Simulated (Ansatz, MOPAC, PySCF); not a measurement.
Donor–acceptor adduct: GaH3 (SMILES [GaH3]) (first 4 atoms) with C3H9N (SMILES CN(C)C); geometry from B3LYP-D3(BJ)/def2-TZVP, rigid monomers moved along the line of their centres of mass till Ga1···N6 is 1.95 Å.
(charge 0, multiplicity 1):
| atom | x (Å) | y (Å) | z (Å) |
|---|---|---|---|
| Ga | -0.7492 | 0.4067 | 1.7106 |
| H | -1.4930 | 1.7407 | 2.1312 |
| H | 0.5910 | 0.5392 | 0.8765 |
| H | -1.6281 | -0.8936 | 1.4956 |
| C | -1.0608 | -0.2272 | 4.4154 |
| N | 0.0292 | -0.0507 | 3.4410 |
| C | 0.7935 | -1.3013 | 3.2975 |
| C | 0.9180 | 1.0455 | 3.8618 |
| H | -0.6620 | -0.4859 | 5.4025 |
| H | -1.7226 | -1.0211 | 4.0748 |
| H | -1.6313 | 0.6967 | 4.4880 |
| H | 1.2474 | -1.5914 | 4.2516 |
| H | 1.5758 | -1.1614 | 2.5541 |
| H | 0.1277 | -2.0930 | 2.9597 |
| H | 1.3752 | 0.8246 | 4.8327 |
| H | 1.7003 | 1.1802 | 3.1175 |
| H | 0.3432 | 1.9666 | 3.9355 |

Interaction energies are E(AB) − E(A) − E(B) at the monomers' geometry in the complex; basis-set methods are counterpoise corrected. Rows marked so take none.

Rows in 3-21G, STO-3G carry no dispersion term and start afresh at each structure; the Pople sets are all-electron and without relativity. The state that PM6 reach isn't checked.

Run with Ansatz (Gaussian orbitals); MOPAC for PM6 (differences of heats of formation); PySCF for 3-21G rows, STO-3G rows. Each number belongs to the level named beside it.

Q: One of these levels gives -175.8 kJ/mol for the interaction energy. Which one is it?
(A) PM6
(B) HF/STO-3G (no counterpoise)
(C) HF/3-21G (no counterpoise)
(D) PBE/def2-TZVPPD

A: C, HF/3-21G (no counterpoise). The others give -106.1 (PM6), -193.6 (HF/STO-3G (no counterpoise)), -92.9 (PBE/def2-TZVPPD)

Ansatz is a first-principles code.
